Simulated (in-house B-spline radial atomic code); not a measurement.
RPA and G0W0 on r2SCAN0: Tc⁷⁺

Configuration [Ar] 3d10 4s2 4p6, mean-field start r2SCAN0. Computed with a B-spline radial code for spherical atoms: all electrons, scalar-relativistic (spin-free one-electron X2C), finite nucleus, each spin shell either full or empty, empty states to l = 9 with an (l + 1/2)⁻⁴ tail; G0W0 by contour deformation at full frequency.

Command:
```bash
python run_gw.py task.json out
```
Settings (radii: box in bohr, nucleus in fm):
```
Z                        43
electrons                36
configuration            [Ar] 3d10 4s2 4p6
hamiltonian              x2c
method                   r2scan0
lmax                     9
rms_radius               4.41117
spin_polarised           False
box_radius               8.41
intervals                66
```

Cost of the run: 1.6 s on 1 thread of Arm Neoverse V2 (shared host).

Energies (hartree):

```tsv
term	value
mean-field total	-4273.76268
Hartree-Fock functional on these orbitals	-4271.82623
direct second order	-3.0189
second-order exchange	0.86621
SOSEX correction	0.81517
```

Problem. What is the RPA correlation energy, and what remains with SOSEX?

Solution. RPA gives -2.7173 hartree (-2.05 eV per electron); RPA + SOSEX gives -1.9022, and the second-order doubles -2.1527 hartree (no singles). RPA lacks exchange-type terms and so overcorrelates at short range.

Quasi-particle levels (eV):

```
level  occupied  mean field  Σx - vxc     Σc  QP weight     G0W0
   4p       yes     -145.60     -6.11      ?          ?        ?
   3d       yes     -366.15    -20.28   6.25      0.906  -380.19
   4d        no      -94.32      7.49  -2.37      0.975   -89.20
```

G0W0 = mean field + (Σx - vxc) + Σc, with Σc (partial-wave tail included) taken at the quasi-particle energy. Only the outer levels were computed. Levels of low weight are left out.

Problem. Where does G0W0 put 4p?

Solution. At -152.55 eV, with Σc = -0.85 eV and a quasi-particle weight of 0.967. The tabulated removal energy is 150 ± 2.1 eV (NIST, tabulated theory); the calculation leaves out spin-orbit coupling, Breit and QED terms, and what these don't explain is the method's own error.
